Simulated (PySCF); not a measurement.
An excited-state job on `C[AsH][C@H](C)CS`.

Method: TDDFT PBE0/def2-SVPD, vertical, gas phase, core orbitals frozen in the response (PySCF 2.14.0, density-fitted response routines). Geometry: GFN2-xTB. The input is one job of a driver script: a line of settings, then coordinates in Å.

Command:
```bash
OMP_NUM_THREADS=1 python probes_run.py task.json out
```

Input:
```
{"job": {"kind": "uv", "xc": "PBE0", "basis": "def2-SVPD", "nstates": 8, "ntriplets": 3}, "charge": 0, "multiplicity": 1}
C      2.569318    -0.441813    -0.067925
As     1.075798    -0.305712    -1.353521
C     -0.352077     0.105636     0.017513
C     -1.250501    -1.087714     0.303513
C     -1.151219     1.297412    -0.475112
S     -2.338428     1.948643     0.761045
H      3.440720    -0.886284    -0.547249
H      2.296467    -1.043864     0.797319
H      2.843627     0.558290     0.269347
H      0.815577    -1.788326    -1.362858
H      0.162831     0.394788     0.942820
H     -1.744848    -1.418866    -0.610438
H     -0.667553    -1.917545     0.703443
H     -2.018786    -0.824335     1.030850
H     -0.495763     2.125794    -0.759750
H     -1.769997     1.024924    -1.331858
H     -1.422165     2.271003     1.672952
```

Output:
```
coarse grid: 61560 points
cycle   1  E = -2791.9606016255  dE = -4.671e-01  |g| = 3.897e-01  |ddm| = 5.771e+00
cycle   2  E = -2791.9534819300  dE =  7.120e-03  |g| = 4.286e-01  |ddm| = 1.271e+00
cycle   3  E = -2791.9984769517  dE = -4.500e-02  |g| = 5.195e-02  |ddm| = 6.092e-01
cycle   4  E = -2791.9991754341  dE = -6.985e-04  |g| = 2.156e-02  |ddm| = 1.340e-01
cycle   5  E = -2791.9992935863  dE = -1.182e-04  |g| = 7.112e-03  |ddm| = 4.520e-02
cycle   6  E = -2791.9993067042  dE = -1.312e-05  |g| = 1.678e-03  |ddm| = 1.432e-02
cycle   7  E = -2791.9993074629  dE = -7.588e-07  |g| = 4.304e-04  |ddm| = 4.071e-03
final grid: 128744 points
cycle   8  E = -2791.9992709361  dE = -1.222e-07  |g| = 5.646e-04  |ddm| = 1.188e-02
cycle   9  E = -2791.9992708436  dE =  9.243e-08  |g| = 8.011e-04  |ddm| = 2.355e-03
cycle  10  E = -2791.9992710247  dE = -1.810e-07  |g| = 7.513e-05  |ddm| = 1.310e-03
cycle  11  E = -2791.9992710260  dE = -1.341e-09  |g| = 1.091e-05  |ddm| = 1.391e-04
cycle  12  E = -2791.9992710260  dE = -4.547e-11  |g| = 5.175e-06  |ddm| = 3.114e-05
converged SCF energy = -2791.9992710260

Static polarisability (au): isotropic 104.938, principal 91.608 93.782 129.424

Singlet excitations
state   eV       nm        f      main configurations
  1   5.4994    225.5   0.00639   H->L 0.60, H->L+1 0.16, H->L+3 0.14
  2   5.9732    207.6   0.04343   H-1->L 0.63, H-1->L+1 0.17, H->L 0.08
  3   6.1044    203.1   0.01362   H->L+2 0.67, H->L+1 0.10
  4   6.1606    201.3   0.08421   H-1->L+1 0.69, H-1->L 0.18
  5   6.2870    197.2   0.01397   H->L+1 0.58, H->L+2 0.15, H->L 0.09
  6   6.5027    190.7   0.04157   H->L+3 0.71, H->L 0.10
  7   6.5964    188.0   0.09994   H-1->L+3 0.78, H-1->L+2 0.09
  8   6.7167    184.6   0.03710   H-1->L+2 0.74, H-1->L+3 0.11

Triplet excitations (Tamm-Dancoff, eV): 5.0700 5.1325 5.1701
```

The SCF starts on a coarse grid where the log names one; the energy can jump when the final grid takes over, and dE then counts from the start density on the new grid. H and L stand for HOMO and LUMO; the number after each pair is its weight.

**Question.** Give the mean polarisability as a volume in Å³, and the ratio of the largest to the smallest principal value.

**Answer.** 104.938 au × 0.148185 = 15.55 Å³; 129.424/91.608 = 1.41.

Summary of the converged run: HOMO -6.85 eV, LUMO 0.08 eV; lowest singlet 5.50 eV; lowest triplet 5.07 eV (Tamm–Dancoff); mean polarisability 104.9 au.

 GFN2-xTB frequencies show an imaginary mode (46i cm⁻¹), so this geometry is no minimum at that level. The PBE0/def2-SVPD calculation is non-relativistic and has no spin–orbit coupling, an omission that weighs most on arsenic.

Hardware: an Arm Neoverse V2 with one thread, no GPU, shared host with 96 logical CPUs at a one-minute load of 54. Cost: 64 s of wall time (grids of density and orbitals included), 0.91 GiB resident at most.

One conformer stands for the species.
Labels such as C1 count atoms from 1, the log's own numbers from 0.
